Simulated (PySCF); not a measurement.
Cl4Hf (SMILES [Cl][Hf]([Cl])([Cl])[Cl]), singlet, at a GFN2-xTB geometry (such geometries of metal compounds can be far from the true shape) (core potentials on Hf); DF-TPSS/def2-SVP run with PySCF.

PySCF was given this input:
```python
from pyscf import gto, scf, dft

mol = gto.Mole()
mol.atom = '''
    Hf   -0.00000000    0.00000000   -0.00000000
    Cl    1.78045031   -0.57805925   -1.23717810
    Cl    0.66517234    0.48418292    2.08755314
    Cl   -0.98826069    1.79908379   -0.90631327
    Cl   -1.45736195   -1.70520746    0.05593824
'''
mol.basis = 'def2-svp'
mol.ecp = {'Hf': 'def2-svp'}
mol.verbose = 4
mol.build()

mf = dft.RKS(mol)
mf.xc = 'tpss'
mf.diis = False
mf.max_cycle = 100
mf = mf.density_fit(auxbasis='def2-universal-jkfit')
mf.kernel()
mf.analyze()
```

What the program printed (banner, timings and long lists left out):

```
PySCF version 2.14.0

[INPUT] verbose = 4
[INPUT] num. atoms = 5
[INPUT] num. electrons = 80
[INPUT] charge = 0
[INPUT] spin (= nelec alpha-beta = 2S) = 0
[INPUT] symmetry False subgroup None
[INPUT] Mole.unit = angstrom
[INPUT] Symbol           X                Y                Z      unit          X                Y                Z       unit  Magmom
[...]
nuclear repulsion = 442.866969157707
number of shells = 44
number of NR pGTOs = 201
number of NR cGTOs = 104
basis = def2-svp
ecp = {'Hf': 'def2-svp'}

******** <class 'pyscf.df.df_jk.DFRKS'> ********
method = DFRKS
initial guess = minao
damping factor = 0
level_shift factor = 0
DIIS disabled
SCF conv_tol = 1e-09
SCF conv_tol_grad = None
SCF max_cycles = 100
direct_scf = False
XC library pyscf.dft.libxc version 7.1.2
    S. Lehtola, C. Steigemann, M. J. T. Oliveira, and M. A. L. Marques,  SoftwareX 7, 1–5 (2018)
XC functionals = tpss
    J. Tao, J. P. Perdew, V. N. Staroverov, and G. E. Scuseria,  Phys. Rev. Lett. 91, 146401 (2003)
    J. P. Perdew, J. Tao, V. N. Staroverov, and G. E. Scuseria,  J. Chem. Phys. 120, 6898 (2004)
    J. Tao, J. P. Perdew, V. N. Staroverov, and G. E. Scuseria,  Phys. Rev. Lett. 91, 146401 (2003)
    J. P. Perdew, J. Tao, V. N. Staroverov, and G. E. Scuseria,  J. Chem. Phys. 120, 6898 (2004)
radial grids:
    Treutler-Ahlrichs [JCP 102, 346 (1995); DOI:10.1063/1.469408] (M4) radial grids

becke partition: Becke, JCP 88, 2547 (1988); DOI:10.1063/1.454033
pruning grids: <function nwchem_prune>
grids dens level: 3
symmetrized grids: False
atomic radii adjust function: <function treutler_atomic_radii_adjust>
small_rho_cutoff = 0
Set gradient conv threshold to 3.16228e-05
Initial guess from minao.
tot grids = 99312
init E= -1876.29063119224
[...]
cycle= 1 E= -1888.20394445377  delta_E= -11.9  |g|= 1.28  |ddm|= 7.65
[...]
cycle= 2 E= -1887.59164640162  delta_E= 0.612  |g|= 1.79  |ddm|= 3.48
[...]
cycle= 3 E= -1877.07237666521  delta_E= 10.5  |g|= 6.09  |ddm|= 8.28
[...]
cycle= 4 E= -1844.59890830734  delta_E= 32.5  |g|= 6.65  |ddm|= 21.6
[...]
cycle= 5 E= -1808.87767070819  delta_E= 35.7  |g|= 11.1  |ddm|= 40.5
[...]
cycle= 6 E= -1826.5844725949  delta_E= -17.7  |g|= 8.23  |ddm|= 41.5
[...]
cycle= 7 E= -1803.6724699549  delta_E= 22.9  |g|= 11.1  |ddm|= 41.4
[...]
cycle= 8 E= -1826.08475719785  delta_E= -22.4  |g|= 8.26  |ddm|= 41.8
[...]
cycle= 9 E= -1803.42622333787  delta_E= 22.7  |g|= 11.1  |ddm|= 41.8
[...]
[...]
[...]
cycle= 76 E= -1826.05592545771  delta_E= -22.6  |g|= 8.26  |ddm|= 41.8
[...]
cycle= 77 E= -1803.41228248725  delta_E= 22.6  |g|= 11.1  |ddm|= 41.8
[...]
cycle= 78 E= -1826.0559254577  delta_E= -22.6  |g|= 8.26  |ddm|= 41.8
[...]
cycle= 79 E= -1803.41228248725  delta_E= 22.6  |g|= 11.1  |ddm|= 41.8
[...]
cycle= 80 E= -1826.05592545771  delta_E= -22.6  |g|= 8.26  |ddm|= 41.8
[...]
cycle= 81 E= -1803.41228248725  delta_E= 22.6  |g|= 11.1  |ddm|= 41.8
[...]
cycle= 82 E= -1826.05592545771  delta_E= -22.6  |g|= 8.26  |ddm|= 41.8
[...]
cycle= 83 E= -1803.41228248726  delta_E= 22.6  |g|= 11.1  |ddm|= 41.8
[...]
cycle= 84 E= -1826.05592545771  delta_E= -22.6  |g|= 8.26  |ddm|= 41.8
[...]
cycle= 85 E= -1803.41228248726  delta_E= 22.6  |g|= 11.1  |ddm|= 41.8
[...]
cycle= 86 E= -1826.05592545771  delta_E= -22.6  |g|= 8.26  |ddm|= 41.8
[...]
cycle= 87 E= -1803.41228248725  delta_E= 22.6  |g|= 11.1  |ddm|= 41.8
[...]
cycle= 88 E= -1826.05592545771  delta_E= -22.6  |g|= 8.26  |ddm|= 41.8
[...]
cycle= 89 E= -1803.41228248725  delta_E= 22.6  |g|= 11.1  |ddm|= 41.8
[...]
cycle= 90 E= -1826.05592545771  delta_E= -22.6  |g|= 8.26  |ddm|= 41.8
[...]
cycle= 91 E= -1803.41228248726  delta_E= 22.6  |g|= 11.1  |ddm|= 41.8
[...]
cycle= 92 E= -1826.05592545771  delta_E= -22.6  |g|= 8.26  |ddm|= 41.8
[...]
cycle= 93 E= -1803.41228248726  delta_E= 22.6  |g|= 11.1  |ddm|= 41.8
[...]
cycle= 94 E= -1826.0559254577  delta_E= -22.6  |g|= 8.26  |ddm|= 41.8
[...]
cycle= 95 E= -1803.41228248726  delta_E= 22.6  |g|= 11.1  |ddm|= 41.8
[...]
cycle= 96 E= -1826.05592545771  delta_E= -22.6  |g|= 8.26  |ddm|= 41.8
[...]
cycle= 97 E= -1803.41228248726  delta_E= 22.6  |g|= 11.1  |ddm|= 41.8
[...]
cycle= 98 E= -1826.05592545771  delta_E= -22.6  |g|= 8.26  |ddm|= 41.8
[...]
cycle= 99 E= -1803.41228248725  delta_E= 22.6  |g|= 11.1  |ddm|= 41.8
[...]
cycle= 100 E= -1826.05592545771  delta_E= -22.6  |g|= 8.26  |ddm|= 41.8
SCF not converged.
SCF energy = -1826.05592545771
**** SCF Summaries ****
Total Energy =                       -1826.055925457706508
Nuclear Repulsion Energy =             442.866969157706990
One-electron Energy =                -3452.358865436133783
Two-electron Energy =                 1183.435970820720058
Two-electron Coulomb Energy =         1306.933677289528987
DFT Exchange-Correlation Energy =     -123.497706468808957
HOMO-LUMO gap [eV] =                     7.850315413425451
**** MO energy ****
[...]
Dipole moment(X, Y, Z, Debye):  0.00042,  0.00087,  0.00011
```

The run did not converge; its last values are not results.
